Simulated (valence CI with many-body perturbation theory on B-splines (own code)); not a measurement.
Level structure of Ru5+

Level of theory: relativistic CI+MBPT: three valence electrons over a frozen Dirac-Fock core [Kr], radial functions for each j: 9 s, 9 p, 10 d, 8 f, 5 g, 3 h, 1 i, with the one-electron correlation potential Σ1, the two-electron term Σ2, the three-electron term Σ3, Breit, model QED; selected CI, second order for the rest, scaled by the run's own slope (own B-spline code, finite nucleus).

No measured levels were compared; by estimate terms of the open shell hold to 2 to 4 % of their energy, and close levels can change places; different configurations can be misplaced against each other by 1,000 to 8,000 cm⁻¹. Core correlation moves these levels by up to 17000 cm⁻¹, and in measured spectra 5 to 20 % of such shifts remained as error; rates that hang on mixing are uncertain with them.

Levels 1 to 45 of 73, with energies above the lowest level, 4d³ ⁴F_3/2. "Leading %" is the weight of the configuration and term that name the level; weights of strongly mixed levels are sums over their largest components and can fall short. Lifetimes count E1, E2, E3, M1 and M2 decay at the calculated energies, and are blank where another channel may lead or the interval is too uncertain; long ones can be off by a factor of two.

| No. | Configuration | Term | J | E (eV) | Leading % | g | Lifetime |
| --- | --- | --- | --- | --- | --- | --- | --- |
| 1 | 4d³ | ⁴F | 3/2 | 0.000 | 98 | 0.407 |  |
| 2 | 4d³ | ⁴F | 5/2 | 0.183 | 99 | 1.030 | 7.31 s |
| 3 | 4d³ | ⁴F | 7/2 | 0.403 | 99 | 1.235 | 4.19 s |
| 4 | 4d³ | ⁴F | 9/2 | 0.639 | 96 | 1.325 | 5.43 s |
| 5 | 4d³ | ⁴P | 3/2 | 1.741 | 79 | 1.631 | 2.42 s |
| 6 | 4d³ | ⁴P | 1/2 | 1.757 | 92 | 2.511 | 10.4 s |
| 7 | 4d³ | ²G | 7/2 | 1.948 | 98 | 0.893 | 462 ms |
| 8 | 4d³ | ⁴P | 5/2 | 2.042 | 98 | 1.593 | 3.20 s |
| 9 | 4d³ | ²G | 9/2 | 2.058 | 67 | 1.057 | 385 ms |
| 10 | 4d³ | ²D | 3/2 | 2.488 | 52 | 1.111 | 161 ms |
| 11 | 4d³ | ²P | 1/2 | 2.595 | 91 | 0.824 | 524 ms |
| 12 | 4d³ | ²H | 9/2 | 2.690 | 70 | 0.971 | 425 ms |
| 13 | 4d³ | ²H | 11/2 | 2.701 | 100 | 1.091 | 1.76 s |
| 14 | 4d³ | ²D | 5/2 | 2.972 | 97 | 1.204 | 190 ms |
| 15 | 4d³ | ²P | 3/2 | 3.133 | 53 | 1.116 | 166 ms |
| 16 | 4d³ | ²F | 7/2 | 4.150 | 99 | 1.141 | 356 ms |
| 17 | 4d³ | ²F | 5/2 | 4.211 | 98 | 0.862 | 484 ms |
| 18 | 4d³ | ²D | 5/2 | 6.507 | 97 | 1.196 | 41.2 ms |
| 19 | 4d³ | ²D | 3/2 | 6.562 | 99 | 0.799 | 45.9 ms |
| 20 | 4d²5s | ⁴F | 3/2 | 18.792 | 97 | 0.406 | 43.4 μs |
| 21 | 4d²5s | ⁴F | 5/2 | 18.946 | 95 | 1.026 | 42.3 μs |
| 22 | 4d²5s | ⁴F | 7/2 | 19.193 | 98 | 1.236 | 41.9 μs |
| 23 | 4d²5s | ⁴F | 9/2 | 19.490 | 98 | 1.332 | 41.4 μs |
| 24 | 4d²5s | ²F | 5/2 | 19.966 | 92 | 0.877 | 28.1 μs |
| 25 | 4d²5s | ²F | 7/2 | 20.434 | 95 | 1.139 | 27.4 μs |
| 26 | 4d²5s | ⁴P | 1/2 | 20.628 | 98 | 2.657 | 31.5 μs |
| 27 | 4d²5s | ⁴P | 5/2 | 20.699 | 60 | 1.430 | 32.2 μs |
| 28 | 4d²5s | ⁴P | 3/2 | 20.717 | 86 | 1.607 | 31.8 μs |
| 29 | 4d²5s | ²D | 3/2 | 20.987 | 77 | 0.954 | 33.3 μs |
| 30 | 4d²5s | ²D | 5/2 | 21.258 | 58 | 1.353 | 32.3 μs |
| 31 | 4d²5s | ²P | 1/2 | 21.693 | 98 | 0.682 | 28.7 μs |
| 32 | 4d²5s | ²G | 9/2 | 21.696 | 98 | 1.113 | 31.4 μs |
| 33 | 4d²5s | ²G | 7/2 | 21.714 | 97 | 0.894 | 31.6 μs |
| 34 | 4d²5s | ²P | 3/2 | 21.976 | 91 | 1.298 | 28.7 μs |
| 35 | 4d²5s | ²S | 1/2 | 25.173 | 97 | 1.999 | 24.2 μs |
| 36 | 4d²5p | ⁴G° | 5/2 | 27.293 | 75 | 0.647 | 466 ps |
| 37 | 4d²5p | ⁴F° | 3/2 | 27.622 | 67 | 0.554 | 121 ps |
| 38 | 4d²5p | ⁴G° | 7/2 | 27.720 | 82 | 1.013 | 397 ps |
| 39 | 4d²5p | ⁴F° | 5/2 | 27.894 | 61 | 1.086 | 126 ps |
| 40 | 4d²5p | ⁴G° | 9/2 | 28.168 | 76 | 1.194 | 302 ps |
| 41 | 4d²5p | ²F° | 5/2 | 28.226 | 35 | 0.919 | 178 ps |
| 42 | 4d²5p | ⁴F° | 7/2 | 28.274 | 74 | 1.237 | 117 ps |
| 43 | 4d²5p | ²D° | 3/2 | 28.309 | 41 | 0.807 | 120 ps |
| 44 | 4d²5p | ⁴D° | 1/2 | 28.365 | 93 | 0.059 | 80.4 ps |
| 45 | 4d²5p | ²F° | 7/2 | 28.507 | 42 | 1.223 | 116 ps |

Names give the largest LS component (configuration and term), which can be under half, so a name can repeat, a term be missing and a line seem to break the LS rules; names also repeat where a configuration has a term twice.

The ionisation energy to 4d² ³F2 of the next ion comes out as 76.591 eV (NIST: 76 ± 2 eV (theoretical)). All 73 levels together are meant to be complete up to 31.238 eV.
